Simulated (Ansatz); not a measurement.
System: CH₆GeN, charge 0, multiplicity 2. It need not be the lowest isomer of its formula. 
Structure (B3LYP-D3(BJ)/def2-TZVP (Ansatz, a first-principles code) minimum search):
```xyz
9

C     -2.0635     0.2113    -0.3679
N     -0.9228    -0.6511    -0.4489
Ge     0.7059     0.0423     0.1650
H     -1.8690     1.2542    -0.6572
H     -2.4128     0.2497     0.6778
H     -2.8910    -0.1805    -0.9662
H      1.8191    -0.5992    -0.6747
H      0.7516     1.5841     0.0491
H      0.8532    -0.3729     1.6422
```
Charge 0, spin multiplicity 2.

Computed values are from Ansatz. Cores are frozen in the correlated levels unless marked. UHF or UKS for open shells. Spin-orbit coupling is left out. Frozen are the shells of the preceding noble gas and the d and f shells that filled before the atom's block. No relativistic terms. CBS(X,Y): correlation extrapolated as X^-3; Hartree-Fock from the larger set.

| Property | Result |
|---|---|
| atomisation energy De | 2734.8 kJ/mol at CCSD(T)/CBS(aug-cc-pVTZ,aug-cc-pVQZ) |
| total energy | -2171.7951 Eh at CCSD(T)/CBS(aug-cc-pVTZ,aug-cc-pVQZ) |
| dipole moment | 1.42 D at CCSD(T)/aug-cc-pVDZ |
| T1 diagnostic | 0.016 at CCSD/aug-cc-pVQZ |
